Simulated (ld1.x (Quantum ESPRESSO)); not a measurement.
silicon (Si): variants of one TM potential

Base potential:

ld1.x (Quantum ESPRESSO) 7.5 input, shortened:

```
&input
   title='Si', zed=14., rel=1, dft='BP', iswitch=3,
   config='[Ne] 3s2 3p2 3d-2'
 /
 &inputp
   pseudotype=2, tm=.true., lloc=0,
   nlcc=.true., new_core_ps=.true.
 /
3
3P  2  1   2.00   0.00  1.75  1.75  0.0
3D  3  2  -2.00   0.25  1.60  1.60  0.0
3S  1  0   2.00   0.00  1.70  1.70  0.0
 &test
   configts(1)='3s2 3p2'
 /
```

Cutoffs, loose and tight: the cutoffs (Ry, on a coarse ladder) from which the occupation-weighted sum of valence levels, in a spherical-Bessel basis at the reference potential, stays within 10 and 1 mRy of its value at 400 Ry. They do not see the model core or the augmentation charge, which bear on the density cutoff. Test errors are all-electron minus pseudo excitation energies from the reference, over the configurations 3s2 3p1; 3s2 3p0; 3s1 3p0; 3s1 3p3; 3s2 3p2.3; 3s0 3p4; 3s2 3p1.5. A dash means not determined; rows that change the core or the reference have their own tests.

The default core radius of the base comes out at 1.13 bohr.

| change | outcome | cutoff, loose | cutoff, tight | bound ghosts | largest test error (meV) |
| --- | --- | --- | --- | --- | --- |
| base | generated | 15 Ry | 40 Ry | none | +47 |
| wave 3s (bound): rc 1.70 bohr becomes 3s (bound): rc 1.90 bohr | generated | 15 Ry | 35 Ry | none | +49 |
| wave 3p (bound): rc 1.75 bohr becomes 3p (bound): rc 1.38 bohr | generated | 50 Ry | 70 Ry | none | +28 |
| type RRKJ; local potential all-electron potential smoothed inside 1.60 bohr (lloc = -1) | failed: compute_phi: phi has nodes before r_c | – | – | – | – |
| core correction Bessel-smoothed model core inside 1.22 bohr | generated | 15 Ry | 40 Ry | none | +48 |
| functional PBEsol | generated | 15 Ry | 40 Ry | none | +48 |
| reference 3s2 3p1.5 | generated | 15 Ry | 40 Ry | none | +40 |
| wave 3d channel at 0.25 Ry: rc 1.60 bohr becomes 3d channel at 4.17 Ry: rc 1.60 bohr | generated | 15 Ry | 40 Ry | none | +47 |
| wave 3d channel at 0.25 Ry: rc 1.60 bohr becomes 3d channel at 0.25 Ry: rc 1.32 bohr | generated | 15 Ry | 40 Ry | none | +47 |
